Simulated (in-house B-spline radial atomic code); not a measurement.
## RPA and G0W0 on Hartree-Fock: Cl⁶⁺

Configuration [Ne] 3s1, highest spin, mean-field start Hartree-Fock. Computed with an all-electron radial atomic-structure program (B-spline basis): all electrons, scalar-relativistic (spin-free one-electron X2C), finite nucleus, each spin shell either full or empty, empty states to l = 9 with an (l + 1/2)⁻⁴ tail; G0W0 by contour deformation at full frequency.

Command:
```bash
python run_gw.py task.json out
```
Settings (radii: box in bohr, nucleus in fm):
```
Z                        17
electrons                11
configuration            [Ne] 3s1
hamiltonian              x2c
method                   hf
lmax                     9
rms_radius               3.3654
spin_polarised           True
box_radius               9.29
intervals                68
ion_configuration        [He] 2s2 2p6
```

Cost of the run: 1.5 s on 1 thread of Intel(R) Xeon(R) 6975P-C, with other jobs on the host.

Energies (hartree):

```csv
term,value
mean-field total,-450.33463
Hartree-Fock functional on these orbitals,-450.33463
direct second order,-0.66269
second-order exchange,0.24589
SOSEX correction,0.23288
```

What is the RPA correlation energy, and what remains with SOSEX?

RPA gives -0.61663 hartree (-1.53 eV per electron); RPA + SOSEX gives -0.38375, and the second-order doubles (MP2) -0.4168 hartree. RPA lacks exchange-type terms and so overcorrelates at short range.

Quasi-particle levels (eV):

| level | occupied | mean field | Σx - vxc | Σc | QP weight | G0W0 |
| --- | --- | --- | --- | --- | --- | --- |
| 3s up | yes | -113.75 | 0.00 | ? | ? | ? |
| 2p down | yes | -326.06 | 0.00 | 2.01 | 0.979 | -324.04 |
| 2p up | yes | -326.77 | 0.00 | 2.11 | 0.978 | -324.66 |
| 2s down | yes | -395.90 | 0.00 | 4.09 | 0.922 | -391.81 |
| 3s down | no | -94.79 | 0.00 | -1.81 | 0.979 | -96.60 |

G0W0 = mean field + (Σx - vxc) + Σc, with Σc (partial-wave tail included) taken at the quasi-particle energy. Only the outer levels were computed.

Where does G0W0 put 3s up?

At -115.10 eV, with Σc = -1.35 eV and a quasi-particle weight of 0.985. The tabulated removal energy is 114.201 eV (NIST, measured); the calculation leaves out spin-orbit coupling, Breit and QED terms, and what these don't explain is the method's own error.

What does it cost to remove one electron (to [He] 2s2 2p6) by differences of total energies, each species on its own start (correlation terms add to the Hartree-Fock functional)?

Hartree-Fock functional 113.71 eV, + RPA 114.75 eV, + RPA + SOSEX 114.13 eV, + second order 114.21 eV. Tabulated: 114.201 eV (NIST, measured); the calculation leaves out spin-orbit coupling, Breit and QED terms, and what these don't explain is the method's own error.
